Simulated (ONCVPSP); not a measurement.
**Pseudopotential generation for caesium (Cs): ONCV, PBE, non-relativistic.**

- Element: Cs (Z = 55)
- Generator: ONCVPSP 4.0.1
- Type: optimised norm-conserving Vanderbilt (ONCV)
- Functional: PBE
- Relativity: non-relativistic
- Frozen core: [Kr] 4d10
- Valence charge: 9
- Reference configuration: 5s2 5p6 6s0.5 (charge +0.5)
- Partial waves: 5s+6s: rc 2.55 bohr, ncon 4, nbas 7, qcut 5 1/bohr, 2 projectors; 5p: rc 2.75 bohr, ncon 5, nbas 8, qcut 4.3 1/bohr, 2 projectors, debl 0.7 Ha; d scattering state at 0.02 Ha: rc 2.90 bohr, ncon 4, nbas 8, qcut 3 1/bohr, 2 projectors, debl 0.9 Ha
- Local potential: polynomial inside 1.90 bohr (lpopt 5, dvloc0 2 Ha)
- Core correction: Teter function, fcfact 4.25, rcfact 1.3

In the d channel the program set the typed energies aside and used 0.050, 0.950 Ha.

All-electron outer shells of the reference configuration (PBE, non-relativistic, ld1.x):

```
shell  level (eV)  outermost node (bohr)  outermost maximum (bohr)
   5s      -27.14                   0.86                      1.62
   5p      -15.99                   0.90                      1.81
   6s       -3.69                   2.19                      4.62
```

(1) Estimate the cutoffs (Ha) at which the residual kinetic energy of the hardest occupied pseudo-wave falls to 1 and 0.1 mHa per electron.

(2) What does a ghost test show?

(3) Tests: 5s2 5p6 6s1; 5s2 5p6 6s0; 5s2 5p6 6s0 6p1; 5s2 5p5 6s1. Which has the largest error in its energy relative to the reference configuration, and how large is it?

Results:

(1) 8.1 Ha and 9.8 Ha.

(2) No bound ghost flagged; GHOST(+) flagged for s at 127.6 eV.

(3) 5s2 5p5 6s1, with -8.0 meV (all-electron minus pseudo) on +16.55 eV.
